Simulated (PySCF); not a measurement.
Species: C₆H₁₁O₂ (doublet state).
Numbering: `[CH2:1][CH2:2][C@@H:3]1[CH2:4][O:5][C@H:6]1[CH2:7][OH:8]` (hydrogens: H9, H10 on C1; H11, H12 on C2; H13 on C3; H14, H15 on C4; H16 on C6; H17, H18 on C7; H19 on O8)

Cartesian coordinates in Å at the GFN2-xTB level; atoms count from 1:
```
atom  x, y, z in Å
C1    -1.7526    0.7406   -1.6746
C2    -1.6388    0.8183   -0.2096
C3    -0.6390   -0.2077    0.3373
C4    -0.3195   -0.1370    1.8359
O5     1.0595    0.1210    1.5719
C6     0.8493    0.1188    0.1488
C7     1.7093   -0.9270   -0.5531
O8     3.0700   -0.5904   -0.4997
H9    -1.5994    1.5997   -2.2948
H10   -1.9575   -0.2022   -2.1436
H11   -2.6067    0.5924    0.2637
H12   -1.3433    1.8212    0.1033
H13   -0.9023   -1.2078   -0.0099
H14   -0.4596   -1.0604    2.4044
H15   -0.7869    0.6959    2.3699
H16    1.0560    1.1088   -0.2748
H17    1.4381   -0.9802   -1.6103
H18    1.5340   -1.9084   -0.0864
H19    3.2795   -0.3862    0.4203
```

The hyperfine couplings belong to this conformer and change with its torsions.

Theory: UKS B3LYP, pcH-1 on C H O, non-relativistic, mean-field spin-orbit, GIAO (PySCF 2.14.0). Isolated species at its GFN2-xTB geometry (one conformer only). GFN2-xTB frequencies show an imaginary mode (34i cm⁻¹), so this geometry is no minimum at that level. Couplings are sensitive to structure, and on GFN2-xTB geometries they can be far from those on DFT ones. Stability of the SCF solution: not tested.

**Question.** Break the g tensor into its mass correction, gauge correction and orbital-Zeeman/spin–orbit terms.

**Answer.** 
```tsv
Δg (ppm)	1	2	3
relativistic mass correction	-138	-138	-138
gauge correction	7	40	21
orbital Zeeman/spin–orbit	1	577	737
total	-130	479	620
```

So g = 2.00219, 2.00280, 2.00294 and g_iso = 2.00264; the tensor is rhombic: the two nearest values differ by 19 % of g3 − g1. Axes: g2 points within 15° of the C1–C2 bond.

**Question.** At 9.645 GHz, how far is the centre of the isotropic spectrum from where a free electron (g = 2.002319) resonates?

**Answer.** B = hν/(g μB) with μB/h = 13.99624 MHz/mT gives 344.16 mT for the free electron and 344.10 mT at g_iso, 0.06 mT lower.

**Question.** What effective moment and Curie constant follow for a powder?

**Answer.** With the mean of g² = 4.0106 and S(S+1) = 0.75: μ_eff = √(⟨g²⟩S(S+1)) = 1.734 μB and χT = 0.12505·⟨g²⟩·S(S+1) = 0.376 cm³ K/mol (cgs; spin-Hamiltonian part alone).

**Question.** Average each term over the three axes. Which is largest in size?

**Answer.** The orbital-Zeeman/spin–orbit term 438, the mass correction -138 and the gauge correction 23 ppm, for a total of 323 ppm. The orbital-Zeeman/spin–orbit term is the largest in size. The mass correction is the same along every axis, so the anisotropy comes from the other two: their spans along these axes are 33 (gauge) and 736 ppm (orbital Zeeman/spin–orbit).

**Question.** In a frozen sample, at which fields do the three g values resonate at 9.5, 34, 94 and 263 GHz (hyperfine left aside), and which band first spreads them over more than twice a line width of 1.0 mT?

**Answer.** 
```csv
band,GHz,B(g3) mT,B(g2) mT,B(g1) mT,spread mT
X,9.5,338.88,338.90,339.01,0.13
Q,34.0,1212.83,1212.91,1213.28,0.45
W,94.0,3353.12,3353.35,3354.37,1.26
J,263.0,9381.59,9382.25,9385.11,3.52
```

The spread grows in proportion to the frequency. J band is the first where it exceeds 2.0 mT.

The largest Mulliken spin populations are on C1 (+1.08) and C2 (-0.09). C1 is the only atom above +0.15. The positive populations add up to 1.18 and the negative ones to -0.18, together 2S = 1. The angles at C1 add up to 360.0°, so it is planar; its axial dipolar tensor and the negative couplings of its protons fit spin in a p orbital normal to that plane.

The HOMO–LUMO gaps are 7.02 eV among the α and 5.04 eV among the β orbitals.
